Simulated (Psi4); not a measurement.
Pair of molecules: C2H4 (SMILES C=C) (first 6 atoms) with CO2 (SMILES O=C=O); geometry from B3LYP-D3(BJ)/def2-TZVP, rigid monomers moved along the line of their centres of mass till C2···C8 is 3.84 Å.
(charge 0, multiplicity 1):
```xyz
9

C     -0.59844    -0.09265    -0.06242
C      0.72116     0.00542     0.00957
H     -1.22991     0.78381    -0.14478
H     -1.09911    -1.05317    -0.04232
H      1.35262    -0.87118     0.09083
H      1.22190     0.96588    -0.01056
O     -0.12187    -1.05082     3.80294
C     -0.15074     0.10720     3.74777
O     -0.18081     1.26596     3.71324
```

Method: SAPT0/jun-cc-pV(D+d)Z in Psi4.

Problem. Which attractive term is largest, and how does the interaction split up?

Solution. electrostatics -4.8, exchange 3.2, induction -0.4, dispersion -2.8, total -4.7 kJ/mol; the largest attraction is electrostatics.
